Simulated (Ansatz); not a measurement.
Compare A (`OB(S)[SiH2]Cl`) with its isomer B (`BO[SiH](S)Cl`).

Program: Ansatz. Geometries: PBE0-D4/def2-TZVP. ΔE: electronic, gas phase. CCSD(T)/CBS adds triple-zeta CCSD(T) − MP2 to the extrapolated MP2 energy (def2 sets, frozen cores). DFT in def2-TZVPP. B3LYP here is the variant with VWN-RPA as its local correlation; programs differ in this. One conformer a species, not always the lowest.

Question: Which is lower in electronic energy at CCSD(T)/CBS, and by how much? (Estimate.)

Answer: Ansatz gave: B, by 103.4 kJ/mol.

Question: Give E(B) − E(A) in kJ/mol with MP2/def2-TZVPP, CCSD(T)/def2-TZVPP, ωB97M-V, r2SCAN-D4, B2PLYP, HF/def2-TZVPP, B3LYP. (An estimate is asked.)

Answer: Computed: MP2/def2-TZVPP -107.4, CCSD(T)/def2-TZVPP -99.6, ωB97M-V -103.8, r2SCAN-D4 -93.5, B2PLYP -104.1, HF/def2-TZVPP -130.0, B3LYP -99.2. None reverses the order clearly.

Largest T1 diagnostic: 0.013.

From PBE to PBE0 (25 % exact exchange), in def2-TZVPP and without D4, E(B) − E(A) moves by −11.2 kJ/mol. In def2-TZVPP, CCSD(T) changes the Hartree–Fock value by +30.4 kJ/mol (the triples alone add +4.6 kJ/mol) and MP2 by +22.6 kJ/mol.
